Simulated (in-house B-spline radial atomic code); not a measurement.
## Ionising Mn⁷⁺ with different functionals

Computed with a B-spline radial code for spherical atoms: scalar-relativistic (spin-free X2C) Hamiltonian, Fermi nucleus of rms radius 3.7057 fm, spin-polarised at highest spin, spherical fractional occupations for the functionals, and exact exchange of hybrids averaged over the configuration. The ionisation energy is the difference of two self-consistent energies, [Ne] 3s2 3p6 → [Ne] 3s2 3p5, without Breit or QED terms; ε is the level of the shell that loses the electron (its least bound occupied spin orbital).

```csv
method,rung,ΔSCF (eV),-ε(3p) (eV)
PBE0,global hybrid,195.93,186.53
B3LYP,global hybrid,195.93,185.82
TPSSh,global hybrid,196.13,184.70
BHandHLYP,global hybrid,195.83,189.92
r2SCAN0,global hybrid,196.53,187.34
B97-1,global hybrid,195.89,185.87
HSE06,range-separated hybrid,195.90,186.08
wB97X,range-separated hybrid,195.82,188.79
CAM-B3LYP,range-separated hybrid,195.85,187.82
LC-wPBE,range-separated hybrid,195.92,188.70
```

(1) Among the functionals, which spreads more, the ΔSCF values or the orbital energies?

(2) How do they compare with the NIST value?

Results:

(1) The orbital energies: ΔSCF values span about 0.72 eV and the orbital energies 5.23 eV; here energy differences depend much less on the functional than eigenvalues do.

(2) NIST lists 195.5 eV ± 0.3 (semi-empirical, ground level to ground level). Errors run from +0.32 to +1.03 eV; wB97X is closest (+0.32 eV), though others lie within the uncertainty of it, and part of that can be cancellation, since the calculations leave out spin-orbit coupling, Breit-QED terms, multiplet and fine-structure energies.
